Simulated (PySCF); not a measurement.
# Yb(OH)3 at several levels of theory

Computed with PySCF 2.14.0 (density fitting, no spin-orbit coupling) at the geometry relaxed with r2SCAN:

```xyz
7
Yb(OH)3 (singlet in the valence; each metal's 4f electrons, 13 of them, lie in its core potential, out of spins and levels)
Yb    0.0000    0.0000    0.1271
O     2.0084    0.0000    0.1428
H     2.9657    0.0000    0.1538
O    -1.0042    1.7393    0.1428
H    -1.4829    2.5683    0.1538
O    -1.0042   -1.7393    0.1428
H    -1.4828   -2.5684    0.1538
```

| level | basis | state | HOMO (eV) | gap (eV) | charge on Yb1 (e) | population of f-type functions on Yb1 (polarisation alone where 4f lies in the core) | dipole about the centre of mass (D) | largest force component (eV/Å) |
| --- | --- | --- | --- | --- | --- | --- | --- | --- |
| r2SCAN | Yb lcecp-1-SVP with ECP59, O def2-SVP, H def2-SVP | singlet | -6.34 | 4.72 | 1.03 | 0.06 | 0.07 | 0.02 |
| r2SCAN | Yb lcecp-1-TZVP with ECP59, O def2-TZVP, H def2-TZVP | singlet | -6.59 | 4.94 | 1.67 | 0.07 | 0.07 | 0.26 |

In the lcecp rows the 4f levels are missing from HOMO and gap, and the state counts the valence alone.

Charges are Mulliken's, which hang on the basis. The relaxation used the grid (50, 194), these runs (75, 302) or, all-electron (x2c bases, spin-free X2C Hamiltonian), (99, 590).

Order these levels, in the first row's basis, by the HOMO–LUMO gap they give here, smallest first.
A. B3LYP
B. wB97X
C. revPBE
D. TPSS

C (3.99 eV), D (4.28 eV), A (5.69 eV), B (10.65 eV).

And their other results?


```tsv
level	state	HOMO (eV)	gap (eV)	charge on Yb1 (e)	population of f-type functions on Yb1 (polarisation alone where 4f lies in the core)	dipole about the centre of mass (D)	largest force component (eV/Å)
TPSS	singlet	-6.05	4.28	0.94	0.06	0.06	0.35
wB97X	singlet	-10.16	10.65	1.05	0.07	0.07	0.21
revPBE	singlet	-5.91	3.99	0.87	0.07	0.06	0.41
B3LYP	singlet	-7.36	5.69	0.98	0.07	0.07	0.06
```

In the first row's basis the gap widens with exact exchange: 4.0 to 4.7 eV for revPBE, TPSS, r2SCAN (none); 5.7 eV for B3LYP (a fixed share); 10.6 eV for wB97X (rising or full at long range).

No frequency check is given that shows the relaxed geometry to be a minimum. An lcecp potential fixes the number of 4f electrons, so in runs with it no electron can move into or out of that shell.
